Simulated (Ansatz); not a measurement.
Ideal-gas functions of `C[S][GeH2][Cl]` at 500 K and 1 bar, from an Ansatz frequency run at PBE0-D4/def2-TZVP.

Molar mass 157.18 g/mol, point group C1 (symmetry number 1), electronic degeneracy 1, moments of inertia 120.384, 286.457, 362.013 u Å². Harmonic wavenumbers (cm⁻¹, unscaled): 60, 126, 144, 196, 407, 426, 493, 655, 727, 758, 842, 975, 988, 1350, 1467, 1476, 2158, 2191, 3065, 3157, 3163.

Use S(trans) = R[1.5 ln M + 2.5 ln T − 1.1517]; rotational temperatures θ = 24.2544 K / I; S(rot) = R[ln(√π/σ · √(T³/θAθBθC)) + 1.5]; for each mode x = 1.438777 ν̃/T, S = R[x/(eˣ − 1) − ln(1 − e⁻ˣ)] and H = RT x/(eˣ − 1); 1 cm⁻¹ = 0.0119627 kJ/mol; R = 8.31446 J/(mol·K).

Problem. By hand: the entropy, in J/(mol·K).

Solution. Translation 182.7. Rotation: θ = 0.2015, 0.0847, 0.067 K, giving 122.9. Vibration, mode by mode: 22.93, 16.80, 15.70, 13.19, 7.46, 7.12, 6.07, 4.18, 3.54, 3.30, 2.73, 2.02, 1.96, 0.85, 0.65, 0.63, 0.12, 0.11, 0.01, 0.01, 0.01, in all 109.4. Electronic 0.0. Sum 415.0 J/(mol·K).

Problem. By hand: H − E and G − E in kJ/mol, counted from the electronic energy.

Solution. Zero-point energy ½ × 24824 × 0.0119627 = 148.5; thermal vibration 27.1; translation, rotation and pV give 4 RT = 16.6. H − E = 192.2 kJ/mol, and G − E = 192.2 − 500 × 415.0/1000 = -15.3 kJ/mol.

Vibration gives 26 % of the entropy, 55.4 J/(mol·K) of it from the modes under 150 cm⁻¹: soft modes count most, and the harmonic formula is weakest for them. The sum counts one conformer and one mirror image; others add a mixing term.
